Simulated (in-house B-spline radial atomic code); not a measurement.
## RPA and G0W0 on BHandHLYP: the argon ion Ar⁶⁺

Configuration [Ne] 3s2, mean-field start BHandHLYP. Computed with a B-spline radial code for spherical atoms: all electrons, non-relativistic, point nucleus, each spin shell either full or empty, empty states to l = 9 with an (l + 1/2)⁻⁴ tail; G0W0 by contour deformation at full frequency.

Command:
```bash
python run_gw.py task.json out
```
Settings (radii: box in bohr, nucleus in fm):
```
Z                        18
electrons                12
configuration            [Ne] 3s2
hamiltonian              nr
method                   bhandhlyp
lmax                     9
spin_polarised           False
box_radius               9.29
intervals                47
ion_configuration        [Ne] 3s1
```

Run time, properties included: 2.6 s on 1 thread of Arm Neoverse N1, with other jobs on the host.

Energies (hartree):

```tsv
term	value
mean-field total	-516.21482
Hartree-Fock functional on these orbitals	-515.67892
direct second order	-0.80702
second-order exchange	0.29316
SOSEX correction	0.26836
```

(1) What is the RPA correlation energy, and what remains with SOSEX?

Quasi-particle levels (eV):

```csv
level,occupied,mean field,Σx - vxc,Σc,QP weight,G0W0
3s,yes,-119.38,-2.65,?,?,?
2p,yes,-358.85,-14.10,3.50,0.964,-369.45
1s,yes,-3287.56,-58.60,26.40,0.892,-3319.75
3p,no,-94.97,5.21,-1.84,0.964,-91.60
```

G0W0 = mean field + (Σx - vxc) + Σc, with Σc (partial-wave tail included) taken at the quasi-particle energy. Levels of low weight are left out.

(2) Where does G0W0 put 3s?

(3) What does it cost to remove one electron (to [Ne] 3s1) by differences of total energies, each species on its own start (correlation terms add to the Hartree-Fock functional)?

Answers

(1) RPA gives -0.72881 hartree (-1.65 eV per electron); RPA + SOSEX gives -0.46044, and the second-order doubles -0.51386 hartree (no singles). RPA lacks exchange-type terms and so overcorrelates at short range.

(2) At -124.33 eV, with Σc = -2.30 eV and a quasi-particle weight of 0.969. The tabulated removal energy is 124.41 ± 0.06 eV (NIST, semi-empirical); the calculation leaves out relativity, Breit and QED terms, and what these don't explain is the method's own error.

(3) BHandHLYP 123.58 eV, Hartree-Fock functional 121.85 eV, + RPA 124.12 eV, + RPA + SOSEX 123.51 eV, + second order 124.02 eV. Tabulated: 124.41 ± 0.06 eV (NIST, semi-empirical); the calculation leaves out relativity, Breit and QED terms, and what these don't explain is the method's own error.
